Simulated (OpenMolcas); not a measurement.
# Rh7+: effect of the active space

```json
{
  "Program": "OpenMolcas 26.06",
  "Method": "SS-CASPT2 or its RAS form, IPEA 0.25 Eh, imaginary shift 0.1 Eh",
  "Basis": "ANO-R2",
  "Scalar Hamiltonian": "X2C, finite nucleus",
  "Spin-orbit coupling": "RASSI with atomic mean-field integrals over the reference wave functions, term energies averaged over their components"
}
```

A. 2 electrons in 5 orbitals (4d); 2S+1 = 3 even, 10 roots; 2S+1 = 1 even, 15 roots; closed shells correlated: 4s 4p; CASPT2 step about 2.4 core-seconds
B. 8 electrons in 8 orbitals (RAS1 4p, at most 2 holes; RAS2 4d); 2S+1 = 3 even, 10 roots; 2S+1 = 1 even, 15 roots; closed shells correlated: 4s; CASPT2 step of the order of 12 core-seconds
C. 2 electrons in 10 orbitals (4d 5d); 2S+1 = 3 even, 10 roots; 2S+1 = 1 even, 15 roots; closed shells correlated: 4s 4p; CASPT2 step roughly 50 core-seconds

Energies in eV above 4d2 3F2.

```csv
Level,A,B,C
4d2 3F2,0.0000,0.0000,0.0000
4d2 3F3,0.435,0.452,0.437
4d2 3F4,0.892,0.924,0.895
4d2 1D2 [66 %],1.855,1.885,1.842
4d2 3P0,1.971,1.957,1.955
4d2 3P1,2.168,2.162,2.148
4d2 3P2 [69 %],2.624,2.651,2.605
4d2 1G4,3.014,3.014,3.006
4d2 1S0,6.690,6.645,6.693
```

Among A to C the level of the table that moves most is 4d2 1S0, by 390 cm-1 (lowest in B, highest in C). Moves below CASPT2's spread within the term are not significant.

CASPT2 breaks the degeneracy within a term, and the mean is taken; among the terms shown or strongly mixed into the levels shown the widest spread is 970 cm-1 (4d2 1G, C). Active for correlation alone: 4p; no level in the range computed is led by a configuration that opens it, so any true level of that kind is missing (holds for B). Active for correlation alone: 5d; no level in the range computed is led by a configuration that fills it, so any true level of that kind is missing (holds for C). Levels of configurations outside the active space are missing.

A share in square brackets marks a mixed level and gives the weight of the term that names it, the lowest over the columns.
